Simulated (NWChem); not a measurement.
Molecule: PbHF, singlet; SMILES [PbH][F]

Program: NWChem. Low-valent species are run as closed-shell singlets; no triplet was tried in these runs. Geometry: optimised at PBE0-D3(BJ)/def2-TZVP. def2 effective core potentials on Pb; no spin-orbit coupling. B3LYP is NWChem's, with the RPA form of VWN correlation. Ions are spin-unrestricted doublets at the neutral geometry; other ion states weren't tried.

| level | vertical ionisation energy, ΔSCF (eV) | −ε(HOMO) (eV) | ΔSCF minus −ε(HOMO) (eV) |
|---|---|---|---|
| B3LYP/def2-SVPD | 9.59 | 7.02 | 2.57 |
| PBE/def2-SVPD | 9.35 | 6.06 | 3.29 |
| CAM-B3LYP/def2-SVPD | 9.64 | 8.45 | 1.19 |
| LRC-wPBEh/def2-SVPD | [?] | [?] | [?] |
| BHandHLYP/def2-SVPD | 9.55 | 8.17 | 1.38 |

### Question
Some entries are withheld; supply them.

### Answer

- LRC-wPBEh/def2-SVPD, vertical ionisation energy, ΔSCF (eV): 9.52
- LRC-wPBEh/def2-SVPD, −ε(HOMO) (eV): 8.93
- LRC-wPBEh/def2-SVPD, ΔSCF minus −ε(HOMO) (eV): 0.59
